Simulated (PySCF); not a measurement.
C5H14SSi.
Numbering: `[CH3:1][CH2:2][C@H:3]([CH3:4])[S:5][SiH2:6][CH3:7]` (hydrogens: H8, H9, H10 on C1; H11, H12 on C2; H13 on C3; H14, H15, H16 on C4; H17, H18 on Si6; H19, H20, H21 on C7)

Geometry (PBE0-D3(BJ)/def2-SVP, Å), atoms numbered from 1 in this order:
```xyz
21
C5H14SSi angstrom
C     -2.580    1.274   -0.222
C     -2.404   -0.190    0.143
C     -0.985   -0.720   -0.034
C     -0.895   -2.225    0.149
S      0.132    0.136    1.173
Si     1.910    0.289   -0.010
C      3.223    1.121    1.034
H     -3.619    1.601   -0.069
H     -2.324    1.453   -1.279
H     -1.925    1.911    0.391
H     -2.719   -0.366    1.187
H     -3.067   -0.813   -0.483
H     -0.638   -0.448   -1.047
H     -1.217   -2.512    1.162
H     -1.546   -2.740   -0.577
H      0.134   -2.587    0.006
H      2.367   -1.069   -0.449
H      1.626    1.080   -1.250
H      4.164    1.203    0.469
H      3.418    0.538    1.947
H      2.906    2.132    1.329
```

Level: PBE0/pcSseg-1 and B3LYP/def2-SVPD in PySCF, non-relativistic, on one gas-phase PBE0-D3(BJ)/def2-SVP geometry that isn't relaxed in the solvent. The solvent is an IEF-PCM continuum (Bondi radii, 1.10 Å for H, scaled by 1.2). Only the electrostatic response of the medium enters.

Gas phase at PBE0/pcSseg-1: HOMO -6.73 eV, LUMO 0.33 eV, dipole 1.05 D.

**Question.** What does the continuum do to the energy, the frontier levels and the dipole at PBE0/pcSseg-1 in tetrahydrofuran and dichloromethane?

**Answer.** 
```tsv
solvent	ε	E(solvent) − E(gas) (kcal/mol)	polarisation term (kcal/mol)	distortion of the solute (kcal/mol)	HOMO (eV)	LUMO (eV)	dipole (D)
tetrahydrofuran	7.426	-2.32	-2.61	0.29	-6.83	0.37	1.51
dichloromethane	8.93	-2.42	-2.75	0.33	-6.84	0.37	1.54
```

The first energy column is the sum of the next two and covers electrostatics alone. From tetrahydrofuran to dichloromethane the lowering changes by a factor 1.04, Onsager's factor (ε − 1)/(2ε + 1) by 1.04 and ε itself by 1.2.

**Question.** Which radius a makes the point-dipole formula ΔE = −[(ε − 1)/(2ε + 1)]·μ²/a³ give the value in dichloromethane, with the gas-phase dipole?

**Answer.** μ = 0.413 au and |ΔE| = 0.00385 Eh give a = 1.40 Å; the farthest nucleus lies 4.54 Å from the centroid of the nuclei, so such a sphere wouldn't even hold the nuclei. The formula assumes a rigid point dipole at the centre of a sphere.

**Question.** Give the dipole vector in the frame of the coordinates (D, pointing from negative to positive charge), gas and dichloromethane.

**Answer.** Gas (0.11, -0.30, -1.00), solvent (0.12, -0.49, -1.46). Its length changes by +47 % and its direction by 2°.

**Question.** Which ESP-fitted charges (PBE0/pcSseg-1) respond most in dichloromethane (means over atoms taken as equivalent)?

**Answer.** 
| atoms | environment | gas (e) | solvent (e) | change |
| --- | --- | --- | --- | --- |
| S5 | sulfur bonded to C and Si | -0.383 | -0.445 | -0.062 |
| Si6 | SiH2 silicon | +0.611 | +0.641 | +0.030 |
| C7 | Si-methyl carbon | -0.579 | -0.603 | -0.024 |
| C3 | sp3 carbon bound to sulfur | +0.334 | +0.357 | +0.023 |
| C4 | methyl carbon | -0.762 | -0.781 | -0.019 |
| C1 | methyl carbon | -0.256 | -0.271 | -0.015 |
| H13 | methine hydrogen | +0.030 | +0.039 | +0.009 |
| H19/H20/H21 | methyl hydrogen | +0.154 | +0.162 | +0.008 |

**Question.** How do the nuclear quadrupole coupling constants eQVzz/h respond in dichloromethane?

**Answer.** 
| nucleus | Q (barn) | gas (MHz) | solvent (MHz) | η gas | η solvent |
| --- | --- | --- | --- | --- | --- |
| 33S at S5 | -0.06781 | 35.51 | 34.22 | 0.79 | 0.79 |

Gas phase at B3LYP/def2-SVPD: HOMO -6.47 eV, LUMO -0.12 eV, dipole 0.91 D.

**Question.** What does the continuum do to the energy, the frontier levels and the dipole at B3LYP/def2-SVPD in dichloromethane?

**Answer.** 
| solvent | ε | E(solvent) − E(gas) (kcal/mol) | polarisation term (kcal/mol) | distortion of the solute (kcal/mol) | HOMO (eV) | LUMO (eV) | dipole (D) |
| --- | --- | --- | --- | --- | --- | --- | --- |
| dichloromethane | 8.93 | -2.23 | -2.57 | 0.34 | -6.55 | -0.05 | 1.41 |

**Question.** How does the static polarisability (B3LYP/def2-SVPD, frozen core, with the continuum's full static response) change?

**Answer.** 
| medium | isotropic (au) | principal values (au) | ⟨r²⟩ of the electrons (bohr²) |
| --- | --- | --- | --- |
| gas | 113.5 | 98.0, 105.5, 136.9 | 1606.3 |
| dichloromethane | 149.7 | 136.0, 141.1, 171.9 | 1605.3 |

The isotropic value in dichloromethane is 1.32 times the gas-phase one; no cavity-field correction is applied. ⟨r²⟩ is taken about the centre of nuclear charge.
